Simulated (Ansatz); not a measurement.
Ideal-gas functions of F2H2NSV (`[NH2][V]([F])([F])=[S]`) at 600 K and 1 bar, from an Ansatz frequency run at PBE0-D4/def2-TZVP.

Molar mass 137.03 g/mol, point group Cs (symmetry number 1), electronic degeneracy 1, moments of inertia 149.802, 215.832, 215.938 u Å². Harmonic wavenumbers (cm⁻¹, unscaled): 198, 212, 222, 223, 241, 369, 464, 593, 656, 758, 785, 801, 1520, 3544, 3683.

Use S(trans) = R[1.5 ln M + 2.5 ln T − 1.1517]; rotational temperatures θ = 24.2544 K / I; S(rot) = R[ln(√π/σ · √(T³/θAθBθC)) + 1.5]; for each mode x = 1.438777 ν̃/T, S = R[x/(eˣ − 1) − ln(1 − e⁻ˣ)] and H = RT x/(eˣ − 1); 1 cm⁻¹ = 0.0119627 kJ/mol; R = 8.31446 J/(mol·K).

Q: By hand: the entropy, in J/(mol·K).

A: Translation 184.8. Rotation: θ = 0.1619, 0.1124, 0.1123 K, giving 122.8. Vibration, mode by mode: 14.59, 14.03, 13.65, 13.62, 12.99, 9.60, 7.84, 6.05, 5.36, 4.40, 4.18, 4.06, 1.03, 0.02, 0.01, in all 111.4. Electronic 0.0. Sum 419.0 J/(mol·K).

Q: By hand: H − E and G − E in kJ/mol, counted from the electronic energy.

A: Zero-point energy ½ × 14269 × 0.0119627 = 85.3; thermal vibration 34.7; translation, rotation and pV give 4 RT = 20.0. H − E = 140.0 kJ/mol, and G − E = 140.0 − 600 × 419.0/1000 = -111.4 kJ/mol.

Vibration gives 27 % of the entropy. The sum counts one conformer and one mirror image; others add a mixing term.
